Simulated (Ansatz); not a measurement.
CH₈GeSn, SMILES `[CH3][SnH2][GeH3]`. The species carries charge 0 and has multiplicity 1. Sn: def2 effective core potential. The structure was optimised at the PBE0-D4/def2-TZVP level.

```xyz
11

C    -0.671    0.987    1.548
Sn    0.789    0.546    0.041
Ge   -0.036   -1.387   -1.488
H    -0.312    1.796    2.185
H    -1.607    1.290    1.080
H    -0.849    0.103    2.161
H     1.075    1.948   -0.899
H     2.263    0.103    0.791
H    -1.359   -1.005   -2.177
H     0.993   -1.720   -2.581
H    -0.285   -2.661   -0.661
```

**Question.** What is the dipole moment at B3LYP/def2-TZVPP? (An estimate is asked.)

**Answer.** The calculation gave: 0.81 D, with components (-0.46, 0.26, 0.61) D in this frame, pointing from negative to positive charge.

**Question.** And with PBE, r2SCAN, ωB97M-V? (An estimate is asked.)

**Answer.** Ansatz gave: PBE 0.84 D, r2SCAN 0.84 D, ωB97M-V 0.76 D.

**Question.** Give the Mulliken charges with B3LYP, ωB97M-V, PBE in def2-TZVPP. (Best estimate.)

**Answer.** Ansatz gave: 
```csv
atom,B3LYP,ωB97M-V,PBE
C1,-0.57,-0.61,-0.56
Sn2,0.57,0.43,0.50
Ge3,-0.04,-0.09,-0.04
H4,0.12,0.14,0.13
H5,0.12,0.14,0.13
H6,0.12,0.14,0.13
H7,-0.14,-0.10,-0.12
H8,-0.14,-0.10,-0.12
H9,-0.01,0.01,-0.01
H10,-0.01,0.01,-0.01
H11,-0.01,0.01,-0.01
```

B3LYP here is the variant with VWN-RPA as its local correlation; programs differ in this.
